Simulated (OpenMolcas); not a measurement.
Co2+ (d7) in a complex was computed by SS-CASPT2, IPEA 0.25 Eh, imaginary shift 0.1 Eh with the d shell active (OpenMolcas, ANO-RCC-VTZP on the metal). Its lowest spin-free states, and all those of the highest spin:

```json
{"2S+1": "4", "Degeneracy": "3", "E (cm-1)": "0"}
{"2S+1": "4", "Degeneracy": "3", "E (cm-1)": "4840"}
{"2S+1": "4", "Degeneracy": "1", "E (cm-1)": "9810"}
{"2S+1": "2", "Degeneracy": "2", "E (cm-1)": "13550"}
{"2S+1": "2", "Degeneracy": "3", "E (cm-1)": "15660"}
{"2S+1": "2", "Degeneracy": "3", "E (cm-1)": "15940"}
{"2S+1": "4", "Degeneracy": "3", "E (cm-1)": "17610"}
{"2S+1": "2", "Degeneracy": "1", "E (cm-1)": "18540"}
{"2S+1": "2", "Degeneracy": "3", "E (cm-1)": "19040"}
{"2S+1": "2", "Degeneracy": "3", "E (cm-1)": "21940"}
{"2S+1": "2", "Degeneracy": "3", "E (cm-1)": "23440"}
{"2S+1": "2", "Degeneracy": "2", "E (cm-1)": "25290"}
```

Question: Is the site octahedral, tetrahedral or cube-like, axial, or of lower symmetry?

Answer: The states with 2S+1 = 4 have orbital degeneracies 3, 3, 1, 3. Threefold states need a cubic site. For d7 at this spin an octahedron puts the threefold T1 below the threefold T2 and a tetrahedron or cube puts the single A2 below the threefold T2, so the site is octahedral. The run had Co2+ with 6 ligands (chloride) in octahedral coordination (Oh) at 2.5 Å. A charge of +0.667 e stands 3.2 Å behind each ligand. Ligand basis ANO-RCC-VDZP.

Roots that are degenerate in the reference are averaged as groups; the widest CASPT2 spread within a group is 61 cm-1 (the 3-fold group of multiplicity 2 near 19000 cm-1 above the lowest state of its run). Shifts and gaps below about the spread of the groups concerned are not significant. Over all roots computed the reference weight is 0.65 to 0.67; a low but even weight reflects the number of correlated electrons. An orbital triplet at a regular site is open to Jahn-Teller coupling, which can distort the site and quench the lowest spin-orbit gaps and is left out. A single d shell leaves out the double-shell effect, which counts most for late 3d ions, where the CASPT2 field can be off either way by tens of per cent. Ligand-to-metal charge-transfer states are missing. These CASPT2 states fit no ligand-field parameters well, so their order and spin gaps are uncertain. For late 3d ions with one d shell CASPT2 can put B and the spin-flip bands somewhat low as well as high. With one d shell and no ligand orbital active, 10Dq can be off by tens of per cent for divalent 3d ions, low with halides held by bare charges and at times high in hosts. Free-ion shares, where given, are those of the reference states; single-state CASPT2 does not remix them. No measured value stands beside these numbers; the geometry was imposed, not optimised, and the real ion may take another.
